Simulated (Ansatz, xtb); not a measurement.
## Relative energy of two isomers of C4H8BN

We compare a, `BCCCC#N`, a singlet, with b, `B[C@@H](C#N)CC`, a singlet. Both are isolated molecules in the gas phase, relaxed with B3LYP/def2-SVP, each in the lowest conformer that the search found.

**Question.** Estimate E(b) − E(a) at the level CCSD(T)/def2-SVP + ΔMP2/def2-TZVPP.

**Answer.** Too close to call at this level: CCSD(T)/def2-SVP + ΔMP2/def2-TZVPP gives E(b) − E(a) = +0.009 eV.

How the difference moves with the method:

```tsv
level	geometry	E(b) − E(a) (eV)	departure from the last row (eV)	job, with rough time for the two
GFN2-xTB	GFN2-xTB	−0.043	−0.051	optimisation, 0.82 s
HF/STO-3G	GFN2-xTB	+0.031	+0.022	single point, 2.2 s
r2SCAN-D4/def2-SVP	GFN2-xTB	+0.059	+0.050	single point, 14 s
B3LYP/def2-SVP	B3LYP/def2-SVP	+0.051	+0.042	optimisation, 4.6 min
HF/def2-SVP	B3LYP/def2-SVP	+0.032	+0.024	part of the CCSD(T) run
MP2/def2-SVP	B3LYP/def2-SVP	+0.001	−0.007	part of the CCSD(T) run
CCSD(T)/def2-SVP	B3LYP/def2-SVP	+0.009	+0.001	single point
CCSD(T)/def2-SVP + ΔMP2/def2-TZVPP	B3LYP/def2-SVP	+0.009		single point, 1.9 min
```

As drawn, both hold the same kinds of bond in the same numbers. Structure a has 0 methyl groups, b 1.

The largest departure from CCSD(T)/def2-SVP + ΔMP2/def2-TZVPP is that of GFN2-xTB, 0.051 eV. The last row adds to CCSD(T) the change of the MP2 difference between the two basis sets, here −0.001 eV.

With thermal terms from frequencies at re-optimised GFN2-xTB minima (ideal gas, soft modes damped towards free rotors, one conformer each, 298.15 K, 1 atm): the zero-point term adds +0.010 eV; ΔH is +0.024 and ΔG +0.020 eV.

The correlated steps freeze 6 core orbitals. Mirror images aren't counted in ΔG. Codes used: Ansatz 0.2.0, xtb 6.7.1; the last row on 2 threads of Intel(R) Xeon(R) Processor @ 2.50GHz (Skylake/Cascade Lake) on a shared host.
